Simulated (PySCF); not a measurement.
**Two-component Hartree-Fock for Ge²⁺ (germanium, charge +2)**

Start: [Ar] 3d10 4s2. Calculated with PySCF 2.14 in x2c-TZVPall-2c with one added diffuse shell each of s, p, d type (7s8p5d1f, 63 functions): generalised Hartree-Fock with the X2C-1e Hamiltonian and a Gaussian nucleus; one run each with spin-orbit coupling (SO) switched off, then screened by Boettger's factors. This is a chosen level, not necessarily the ground level.

| spinor shell | electrons | ε, spin-free (eV) | ε, screened SO (eV) | weight of nominal j (screened SO) | rms radius, screened SO (bohr) |
| --- | --- | --- | --- | --- | --- |
| 1s1/2 | 2 | -11199.8 | -11199.5 | 1.000 | 0.0542 |
| 2s1/2 | 2 | -1474.1 | -1474.1 | 1.000 | 0.227 |
| 2p1/2 | 2 | -1285.9 | -1307.8 | 1.000 | 0.201 |
| 2p3/2 | 4 | -1285.9 | -1275.4 | 1.000 | 0.204 |
| 3s1/2 | 2 | -221.52 | -221.51 | 1.000 | 0.667 |
| 3p1/2 | 2 | -161.66 | -164.76 | 1.000 | 0.693 |
| 3p3/2 | 4 | -161.66 | -160.16 | 1.000 | 0.704 |
| 3d3/2 | 4 | -63.480 | -63.858 | 1.000 | 0.806 |
| 3d5/2 | 6 | -63.480 | -63.226 | 1.000 | 0.811 |
| 4s1/2 | 2 | -32.440 | -32.440 | 1.000 | 2.13 |

```
   quantity    spin-free  screened SO
E (hartree)  -2096.17816  -2096.25529
        M_J            0            0
       ⟨J²⟩        0.000        0.000
       ⟨L²⟩        0.000        0.002
       ⟨S²⟩        0.000        0.002
```

Without spin-orbit coupling the j labels of p, d and f shells carry no meaning; the spin-free column gives the mean over the occupied spinors of each nl shell.
